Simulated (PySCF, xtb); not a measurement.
In(Br)2(Me) (CH3Br2In), SMILES [Br][In]([CH3])[Br].

GFN2-xTB in xtb at its own geometry gives an orbital gap of 2.93 eV and a dipole moment of 5.87 D.

Geometry: B3LYP-D3(BJ)/def2-SVP. The structure was generated by enumeration; whether it is a known compound was not checked. The def2 effective core potentials stand for the cores of In; spin–orbit coupling is left out.

**Question.** What does CAM-B3LYP/def2-TZVP run with PySCF give? (Estimate from the structure and the level; the computed values follow.)

**Answer.** gap 8.27 eV (levels -9.41 and -1.14 eV), dipole 3.55 D.
